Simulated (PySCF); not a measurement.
## Circular dichroism: `InChI=1S/C5H12BFSi/c1-4(2)5(7)3-8(5)6/h4,8H,3,6H2,1-2H3/t5-,8+/m0/s1`

Geometry:
| atom | x (Å) | y (Å) | z (Å) |
| --- | --- | --- | --- |
| B1 | 3.111 | 1.417 | -0.576 |
| Si2 | 1.731 | 0.839 | 0.592 |
| C3 | 1.290 | -1.030 | 0.746 |
| C4 | 0.320 | -0.301 | -0.117 |
| F5 | 0.435 | -0.605 | -1.460 |
| C6 | -1.126 | -0.146 | 0.290 |
| C7 | -1.892 | -1.445 | 0.028 |
| C8 | -1.768 | 1.024 | -0.454 |
| H9 | 3.628 | 2.456 | -0.413 |
| H10 | 3.463 | 0.770 | -1.485 |
| H11 | 1.132 | 1.481 | 1.772 |
| H12 | 0.904 | -1.405 | 1.682 |
| H13 | 1.913 | -1.749 | 0.234 |
| H14 | -1.136 | 0.065 | 1.365 |
| H15 | -1.866 | -1.686 | -1.032 |
| H16 | -2.930 | -1.342 | 0.336 |
| H17 | -1.444 | -2.269 | 0.579 |
| H18 | -1.719 | 0.855 | -1.527 |
| H19 | -1.241 | 1.948 | -0.225 |
| H20 | -2.810 | 1.134 | -0.167 |

Computed, not measured: TDDFT CAM-B3LYP/def2-SVPD circular dichroism and optical rotation, one conformer, gas phase (PySCF 2.14.0). Geometry: GFN2-xTB.

The molecule is flexible and this is one conformer; a measurement averages over conformers.

Q: Assign R or S to each stereocentre.

A: Si2 R, C4 R.

Q: List the lowest 8 singlet excitations with oscillator and rotatory strengths.

A: Rotatory strengths R in 10⁻⁴⁰ esu² cm², velocity form and length form (origin at the centre of mass); f in length form.
```
state  E (eV)  λ (nm)      f  R (velocity)  R (length)                                main
    1    3.87     320  0.246          +7.7        +6.2                      HOMO→LUMO 0.96
    2    4.62     268  0.026         -23.1       -22.2  HOMO−1→LUMO 0.66, HOMO−2→LUMO 0.27
    3    5.23     237  0.005         +22.9       +22.1  HOMO−2→LUMO 0.66, HOMO−1→LUMO 0.25
    4    5.88     211  0.002         -25.4       -25.6  HOMO−6→LUMO 0.76, HOMO−5→LUMO 0.08
    5    6.22     199  0.006          +4.6        +3.6  HOMO→LUMO+2 0.48, HOMO→LUMO+1 0.30
    6    6.51     191  0.068         +30.6       +28.9  HOMO→LUMO+1 0.55, HOMO→LUMO+2 0.22
    7    6.80     182  0.060          -4.9        -2.6                    HOMO→LUMO+3 0.86
    8    7.03     176  0.009         -14.6       -14.9  HOMO−5→LUMO 0.41, HOMO−3→LUMO 0.29
```

Among the states computed, the strongest CD band (largest |R|) is state 6. The largest dissymmetry factor in size, g = 4R/(D+G), with D and G the electric and magnetic dipole strengths, is -0.14 for state 4 (velocity form, f = 0.002), among bands with |R| over 0.5. The mirror image has the same energies and oscillator strengths and all R with the opposite sign.
